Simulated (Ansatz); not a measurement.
Reaction (formal exchange of groups at the In–S bond): `[CH3][In]([CH3])[SH]` + acetylene → `C#[C][In]([CH3])[CH3]` + H₂S

Calculated with Ansatz (gas phase, PBE0-D4/def2-TZVP geometries, no zero-point term in ΔE). CCSD(T)/CBS is the MP2 limit (def2-TZVPP, def2-QZVPP) plus CCSD(T) − MP2 in def2-TZVPP, frozen cores. This one scheme is used for every species. DFT in def2-TZVPP. B3LYP here is the variant with VWN-RPA as its local correlation; programs differ in this. def2 core potentials past Kr. For In outer-core shells are correlated without core-valence functions, which leaves a few kJ/mol of doubt a bond. Each species was taken in one conformer, which may not be the lowest.

```csv
level,ΔE (kJ/mol)
B3LYP,72.5
r2SCANh,74.4
HF/def2-SVP,69.7
HF/def2-QZVPP,66.9
```

What does CCSD(T)/CBS give? (An estimate is asked.)

Ansatz gave: +70.0 kJ/mol. The listed levels differ from it by 2.5, 4.4, -0.3, -3.1 kJ/mol.

Largest T1 diagnostic among the species: 0.013.

At CCSD(T), def2-SVP lies −4.6 kJ/mol from the extrapolated value and def2-TZVPP −7.6 kJ/mol. Leaving LDA and LC-ωPBE aside and taking each functional with its dispersion term where it has one, the values, not all of them listed here, spread over 7.4 kJ/mol, from ωB97X-V to PBE-D4.

CCSD(T)/CBS has its own doubt, a few kJ/mol and more with outer-core shells, so smaller differences from it don't rank the levels.
